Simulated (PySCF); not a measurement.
C2H4BF3.
SMILES with atom numbers: `[BH2:1][CH2:2][C:3]([F:4])([F:5])[F:6]` (hydrogens: H7, H8 on B1; H9, H10 on C2)

Computed, not measured: EOM-IP-CCSD/aug-cc-pVDZ in PySCF, restricted Hartree–Fock reference, 6 core orbitals frozen, non-relativistic, gas phase, PBE0-D3(BJ)/def2-SVP geometry.

The vertical ionisation energies are 12.66, 12.80, 14.22, 14.61, 14.79, 15.43, 15.78, 17.47 eV.

Q: Which Hartree–Fock orbital leads each hole, and what is its Koopmans value −ε?

A: 
```
leading hole (HF orbital)  Koopmans (eV)  EOM-IP-CCSD (eV)  change (eV)  one-hole share
                     HOMO          13.36             12.66        -0.70            0.96
                   HOMO-1          13.84             12.80        -1.04            0.96
                   HOMO-2          15.78             14.22        -1.56            0.95
                   HOMO-3          15.82             14.61        -1.21            0.95
                   HOMO-4          17.51             14.79        -2.72            0.95
                   HOMO-5          17.82             15.43        -2.39            0.95
                   HOMO-6          18.00             15.78        -2.22            0.95
                   HOMO-7          18.68             17.47        -1.21            0.93
```

Q: Does the order of the lines follow the orbital energies?

A: Yes, no two lines change places. The corrections run from -2.72 to -0.70 eV, with a mean of -1.63 eV over the 8 lines; no line lies above its Koopmans value.

Q: At what kinetic energies would He I light (21.22 eV) eject these electrons?

A: 8.56 eV (HOMO), 8.42 eV (HOMO-1), 7.00 eV (HOMO-2), 6.61 eV (HOMO-3), 6.43 eV (HOMO-4), 5.79 eV (HOMO-5), 5.44 eV (HOMO-6), 3.75 eV (HOMO-7).

Q: What total energy has the lowest final state, and which wavelength reaches it?

A: E(CCSD) + ionisation energy = -402.12297 + 0.46508 = -401.65789 Eh, at the geometry of the initial state. The threshold wavelength is 1239.84 eV nm/12.66 eV = 97.9 nm.

Lines less than 0.15 eV apart could change places at a higher level. One root was sought for each valence orbital with −ε under 21 eV, eight at most, so deeper holes and satellites are missing; no vibrational structure.

Shape of the structure used: `[BH2:1][CH2:2][C:3]([F:4])([F:5])[F:6]`: B1–C2–C3–F4 60°.

One conformer stands for the species.
